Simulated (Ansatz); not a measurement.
Ansatz (a first-principles code) input (B3LYP/6-31G* with LANL2DZ past Ar): The .json file joins the Basis Set Exchange's 6-31G* for atoms up to Ar and LANL2DZ past it.

Ansatz 0.2 input:
```yaml
crystal:
  periodic: [false, false, false]
  atoms:
    - {symbol: Au, position_ang: [-0.23771882, -0.23385540, -0.20918981]}
    - {symbol: O, position_ang: [1.74618782, 1.37000899, 1.45554847]}
    - {symbol: C, position_ang: [0.80171406, 1.25241748, 0.81360121]}
basis:
  gaussian:
    orbitals: 6-31Gs+LANL2DZ.json
hamiltonian:
  xc: {name: B3LYP}
magnetization: {spin_polarized: true, initial_magnetization: 1}
phonons: {temperatures: {t_min: 298.15, t_max: 298.15, t_step: 100}}
```

**Question.** Which harmonic wavenumbers does it give?

**Answer.** 202, 326, 2086 cm⁻¹ (unscaled; negative means imaginary).
